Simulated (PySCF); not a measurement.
Species: InH2(tBu), C4H11In.
Bonds: In1–C4, C4–C5, C4–C6, C4–C7. Hydrogens: H2, H3 on In1; H8, H9, H10 on C5; H11, H12, H13 on C6; H14, H15, H16 on C7.

The calculation used PBE0-D3(BJ)/def2-SVP geometry optimisation, gas phase, def2 core potentials past Kr in PySCF.

(1) How far are the bound atoms from In1?

(2) List the angles at In1.

(3) What is the shape at In1?

(4) What are the other bond lengths?

(5) Give some angles away from the centre.

## Answers

(1) 3 atoms: H2 1.743 Å, H3 1.745 Å, C4 2.210 Å. The nearest atom not counted as bound is C5, at 3.05 Å (others tie with it).

(2) 
```
    angle  degrees  distance of the outer atoms (Å)
H2–In1–C4    122.1                             3.47
H2–In1–H3    119.5                             3.01
H3–In1–C4    118.4                             3.40
```

(3) Planar: angles 122.1°, 119.5° and 118.4°, sum 360.0°, 0.00 Å off the plane of its three neighbours.

(4) C4–C5, C4–C6, C4–C7 1.526 Å; C5–H8 and 8 like bonds 1.104 Å.

(5) In1–C4–C5 107.8°, In1–C4–C6 110.8°, C5–C4–C6 110.1°.

Point group: near Cs, missed by 0.27 Å at most; the miss may be what the optimiser left on a soft mode. Charge 0, singlet. Not checked by PBE0-D3(BJ)/def2-SVP frequencies.

On one thread of an Arm Neoverse V1, shared host with 32 logical CPUs at a one-minute load of 30, this took 50 s and 0.59 GiB of memory at its peak. That covers the optimisation of the geometry.
